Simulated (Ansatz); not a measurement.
Wavefunction ladder for Cl3H2NSn (`[NH2][Sn]([Cl])([Cl])[Cl]`)

```json
{"atom": "N1", "x (Å)": "-0.857", "y (Å)": "0.734", "z (Å)": "0.798"}
{"atom": "Sn2", "x (Å)": "0.503", "y (Å)": "-0.259", "z (Å)": "-0.271"}
{"atom": "Cl3", "x (Å)": "1.741", "y (Å)": "-1.553", "z (Å)": "1.164"}
{"atom": "Cl4", "x (Å)": "-0.336", "y (Å)": "-1.665", "z (Å)": "-1.901"}
{"atom": "Cl5", "x (Å)": "1.845", "y (Å)": "1.275", "z (Å)": "-1.325"}
{"atom": "H6", "x (Å)": "-1.420", "y (Å)": "1.353", "z (Å)": "0.227"}
{"atom": "H7", "x (Å)": "-1.477", "y (Å)": "0.115", "z (Å)": "1.307"}
```

Charge 0, multiplicity 1. Correlated methods include outer-core shells of Sn, which these sets cover unevenly. Sn: def2 effective core potential. Geometry: relaxed with PBE0-D4/def2-TZVP. It is one conformer, not always the lowest. Frozen core, restricted reference, Ansatz 0.2.0.

| basis | HF (Eh) | MP2 corr. | CCSD corr. | (T) | CCSD(T) total |
| --- | --- | --- | --- | --- | --- |
| def2-SVP | ? | -0.66948 | -0.71593 | -0.01739 | ? |
| def2-TZVPP | -1647.68742 | -1.09154 | ? | -0.04578 | ? |
| def2-QZVPP | ? | ? | – | – | – |

Question: Fill in the withheld values. (Estimate.)

Answer: The calculation gave: def2-SVP HF (Eh): -1647.12666; def2-SVP CCSD(T) total: -1647.85998; def2-TZVPP CCSD corr.: -1.13285; def2-TZVPP CCSD(T) total: -1648.86605; def2-QZVPP HF (Eh): -1647.73169; def2-QZVPP MP2 corr.: -1.38086.
